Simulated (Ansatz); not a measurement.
Reaction (ligand exchange at a Zn–O bond): `[OH][Zn][O][SiH3]` + H–F → `[F][Zn][O][SiH3]` + H₂O

Computed with Ansatz on PBE0-D4/def2-TZVP structures; ΔE is electronic, products minus reactants. CCSD(T)/CBS is the MP2 limit (def2-TZVPP, def2-QZVPP) plus CCSD(T) − MP2 in def2-TZVPP, frozen cores. This one scheme is used for every species. DFT in def2-TZVPP. For Zn outer-core shells are correlated without core-valence functions, which leaves a few kJ/mol of doubt a bond. Scalar relativity is left out up to krypton. Each species was taken in one conformer, which may not be the lowest.

`[OH][Zn][O][SiH3]`:

```xyz
8

O    -2.675    1.784    0.517
Zn   -1.166    1.008    0.042
O     0.403    0.398   -0.453
Si    1.460   -0.809   -0.207
H    -3.448    1.217    0.497
H     2.696   -0.545   -0.990
H     1.829   -0.933    1.234
H     0.899   -2.121   -0.640
```

H–F:

Z-matrix (Å, degrees):
```
F
H 1 0.920
```

`[F][Zn][O][SiH3]`:

Cartesian coordinates in Å:
```
F -1.820 3.255 -0.040
Zn -0.758 1.888 0.085
O 0.364 0.559 0.239
Si 0.513 -1.042 -0.013
H 1.876 -1.466 0.400
H -0.491 -1.810 0.779
H 0.316 -1.385 -1.450
```

H₂O:

Z-matrix (Å, degrees):
```
O
H 1 0.960
H 1 0.960 2 105.1
```

CCSD(T)/CBS gives -7.0 kcal/mol.

Task: Another level gave -6.8 kcal/mol. Which?
A. LDA (SPW92)/def2-TZVPP
B. LC-ωPBE/def2-TZVPP
C. HF/def2-TZVPP
D. CCSD/def2-TZVPP

Result: D. CCSD/def2-TZVPP -6.8, LDA (SPW92) -4.8, HF/def2-TZVPP -10.2, LC-ωPBE -7.7 kcal/mol.

Largest T1 diagnostic among the species: 0.017.

From BLYP to BHLYP (50 % exact exchange), in def2-TZVPP and without D4, ΔE moves by −0.8 kcal/mol. Leaving LDA and LC-ωPBE aside and taking each functional with its dispersion term where it has one, the values, not all of them listed here, spread over 1.6 kcal/mol, from BHLYP-D4 to PBE-D4. LDA lies +1.9 kcal/mol from PBE without D4. In def2-TZVPP, CCSD(T) changes the Hartree–Fock value by +4.1 kcal/mol (the triples alone add +0.6 kcal/mol) and MP2 by +5.1 kcal/mol.
